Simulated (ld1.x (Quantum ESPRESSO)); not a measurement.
How hard is this potassium (K) TM potential?

K, norm-conserving Troullier–Martins (Kleinman–Bylander form), made with ld1.x (Quantum ESPRESSO) 7.5 (Wu–Cohen, scalar-relativistic). Core [Ar], reference 3d0 4s0.5 4p0 (charge +0.5). Waves: 4p (bound, empty): rc 4.00 bohr; 3d (bound, empty): rc 2.75 bohr; 4s (bound): rc 3.35 bohr. Local part: the s channel. Core correction: a·sin(br)/r model core inside 1.75 bohr.

The pseudo-atom Hamiltonian at the reference potential is diagonalised in spherical Bessel functions j_l(qr) that vanish at 20 bohr, with q² up to the cutoff. All-electron valence levels (Ry): 4p -0.1675, 3d -0.1057, 4s -0.3016.

How do the lowest levels (Ry) of each channel move with the cutoff, and are there ghosts?

```
cutoff (Ry)     p #1     p #2     d #1     s #1    f #1  Σ f·Δε (mRy)
          8  -0.1674  -0.0272  -0.0688  -0.3015  0.0139           0.1
         10  -0.1674  -0.0272  -0.0725  -0.3016  0.0139           0.0
        400  -0.1674  -0.0272  -0.1055  -0.3016  0.0139           0.0
```

Result: no extra level below or beside the all-electron valence levels (p, d, s, f tested); 10 mRy is reached at 6 Ry and 1 mRy at 6 Ry.

The cutoffs count occupied waves only; the empty 3d level needs 18 Ry at the loose tolerance.
